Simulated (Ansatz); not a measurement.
`B[O][AlH][BH2]` + HBr → `BBr` + `[BH2][AlH][OH]` at 600 K and 1 bar (ligand exchange at a B–O bond).

Gas-phase electronic energies from Ansatz, PBE0-D4/def2-TZVP geometries. CCSD(T)/CBS adds triple-zeta CCSD(T) − MP2 to the extrapolated MP2 energy (def2 sets, frozen cores). For Br outer-core shells are correlated without core-valence functions, which leaves a few kJ/mol of doubt a bond. Scalar relativity is left out up to krypton. One conformer a species, not always the lowest.

```tsv
species	CCSD(T)/CBS energy (Eh)	H − E (kJ/mol)	S (J/(mol·K))
`B[O][AlH][BH2]`	-369.81639	194.2	428.4
HBr	-2573.91920	33.5	219.1
`BBr`	-2599.32470	79.8	280.3
`[BH2][AlH][OH]`	-344.39123	151.5	367.8
```

H − E and S are ideal-gas, rigid-rotor, harmonic terms from PBE0-D4/def2-TZVP, for one conformer and one mirror image of each species. 1 Eh = 2625.50 kJ/mol, R = 8.31446 J/(mol·K).

Question: By hand: ΔE, ΔH, ΔS and ΔG.

Answer: ΔE = (-2599.32470) + (-344.39123) − (-369.81639) − (-2573.91920) = 0.01966 Eh = 51.6 kJ/mol. Δ(H − E) = 79.8 + 151.5 − 194.2 − 33.5 = 3.6, so ΔH = 55.2 kJ/mol. ΔS = 280.3 + 367.8 − 428.4 − 219.1 = 0.6 J/(mol·K). ΔG = 55.2 − 600 × (0.6)/1000 = 54.8 kJ/mol.

Question: By hand: the equilibrium constant, and the temperature at which ΔG would vanish if ΔH and ΔS stayed fixed.

Answer: log₁₀ K = −ΔG/(RT ln 10) = -4.8. ΔG = 0 at ΔH/ΔS = 92000 K, far beyond where these terms or the molecules hold.

The number of gas molecules stays the same, so ΔS is small and ΔH decides. A doubt of 5 kJ/mol in ΔE shifts log₁₀ K by 0.4 here. Other conformers and mirror images would add mixing entropy, several J/(mol·K) or more a flexible species. These are equilibria of isolated gas molecules and say nothing of rates. Largest T1 diagnostic: 0.014 (customary marks: 0.02 for closed shells, 0.045 for open ones).
